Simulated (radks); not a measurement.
Task: The mean radii <r> (bohr) of the occupied orbitals of an atom or ion are listed with their occupations. Calculated with a radial shooting solver on a logarithmic mesh with Libxc functionals: scalar-relativistic Kohn-Sham, exchange-only LDA, spin-polarised, spherical densities, point nucleus.

| orbital | occ. | <r> |
|---|---|---|
| 1s up | 1 | 0.02845 |
| 1s down | 1 | 0.02844 |
| 2s up | 1 | 0.1223 |
| 2s down | 1 | 0.1222 |
| 2p up | 3 | 0.1067 |
| 2p down | 3 | 0.1066 |
| 3s up | 1 | 0.3155 |
| 3s down | 1 | 0.3164 |
| 3p up | 3 | 0.3099 |
| 3p down | 3 | 0.3109 |
| 3d up | 5 | 0.2799 |
| 3d down | 1 | 0.2811 |

Name the element and its charge. Open shells, if any, are filled with parallel spins first.

Result: Z = 51, antimony, charge +27: Sb27+ in [Ar] 3d6. The 1s radius gives Z: for a bare nucleus <r> = (2 gamma + 1)/(2Z) with gamma = sqrt(1 - (Z/c)^2), 0.028 bohr for Z = 51, and screening makes it slightly larger (0.02845 here). The occupations add up to 24, and the charge is Z minus that.
